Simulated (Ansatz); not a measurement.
Ansatz (an electronic-structure program) input (HF/aug-cc-pV(T+d)Z):
A basis named .json is the Basis Set Exchange file of that set.

Ansatz 0.2 input:
```yaml
crystal:
  periodic: [false, false, false]
  atoms:
    - {symbol: C, position_ang: [2.30711769, -0.42583651, 0.21885279]}
    - {symbol: Si, position_ang: [1.11193305, 0.39909592, -0.95499697]}
    - {symbol: C, position_ang: [-0.41974546, 1.03025869, -0.02176368]}
    - {symbol: C, position_ang: [-1.17981374, -0.11148844, 0.59317324]}
    - {symbol: C, position_ang: [-2.33116595, -0.67149749, -0.21149617]}
    - {symbol: O, position_ang: [-0.86475317, -0.58060711, 1.66607417]}
    - {symbol: H, position_ang: [3.15456540, -0.85353693, -0.31999688]}
    - {symbol: H, position_ang: [2.69229843, 0.29216219, 0.94528337]}
    - {symbol: H, position_ang: [1.80839688, -1.22277944, 0.77240824]}
    - {symbol: H, position_ang: [1.73716910, 1.56140106, -1.63298113]}
    - {symbol: H, position_ang: [0.65990565, -0.55396441, -2.00069278]}
    - {symbol: H, position_ang: [-1.03743898, 1.59967729, -0.71905922]}
    - {symbol: H, position_ang: [-0.06282872, 1.69124732, 0.77027151]}
    - {symbol: H, position_ang: [-3.13678368, 0.06648098, -0.25479856]}
    - {symbol: H, position_ang: [-2.70066221, -1.58454254, 0.24915630]}
    - {symbol: H, position_ang: [-2.02201439, -0.86724891, -1.24082389]}
basis:
  gaussian:
    orbitals: aug-cc-pV_T+d_Z.json
hamiltonian:
  xc: hf
magnetization: {spin_polarized: true, initial_magnetization: 2}
```

End of the output:

```
integrals: 1.00 GiB planned
2350 factors; their error is unknown
5.40 GiB of device memory are held for the factors and their scratch space
mean field: 6.12 GiB planned
mean field evaluation 1: about -14170.7184 eV, gradient 3.4e1 eV
mean field evaluation 2: about -14176.6864 eV, gradient 2.0e1 eV
mean field evaluation 4: about -14179.1580 eV, gradient 3.4e0 eV
mean field evaluation 8: about -14179.4446 eV, gradient 2.0e-1 eV
mean field evaluation 16: about -14179.6945 eV, gradient 2.5e-5 eV
mean field evaluation 32: about -14179.6839 eV, gradient 1.1e0 eV
mean field evaluation 64: about -14179.2637 eV, gradient 2.6e0 eV
mean field -14179.69453183 eV, -521.0941627026 hartree, gradient 8.0e-5 eV, S^2 2.021290; 1 other end points of the search recorded, 0 dependent functions left out
reference -14179.69453183 eV, -521.0941627026 hartree; 29, 27 occupied and 486, 488 virtual orbitals, 2350 factors
Total energy: -14179.69453183 eV, -521.0941627026 hartree
```

This state (charge 0, triplet) is run at the relaxed geometry of the species with charge 0 and multiplicity 1, and is a spin state other than that species' own.
